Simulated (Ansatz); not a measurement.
Molecule: C₃H₄Cl, net charge -1, singlet state. It need not be the lowest isomer of its formula. Whether it binds its extra electron was not tested at this geometry. 
Coordinates optimised at B3LYP-D3(BJ)/def2-TZVP (Ansatz, a first-principles code):
```
C
C 1 1.3557
H 1 1.1029 2 126.55
H 2 1.1129 1 108.69 3 -2.59
C 1 1.4636 3 113.59 2 -176.55
H 5 1.0855 1 111.58 3 176.16
H 5 1.0892 6 112.71 1 132.91
Cl 5 1.9716 6 102.43 7 104.16
```
Charge -1, spin multiplicity 1.

Basis-set convergence of Hartree-Fock and CCSD(T) correlation energies (hartree) with Ansatz. Valence correlation only, unless marked. No spin-orbit coupling. No relativistic terms. This anion needs diffuse functions, which these sets lack.

```tsv
basis	functions	E(HF)	E(corr, CCSD(T))
cc-pV(D+d)Z	85	-575.34495	-0.61290
cc-pV(T+d)Z	185	-575.39682	-0.76794
cc-pV(Q+d)Z	349	___	___
```

Q: Fill in the missing entries.

A: 
- cc-pV(Q+d)Z, E(HF): -575.41089
- cc-pV(Q+d)Z, E(corr, CCSD(T)): -0.81737
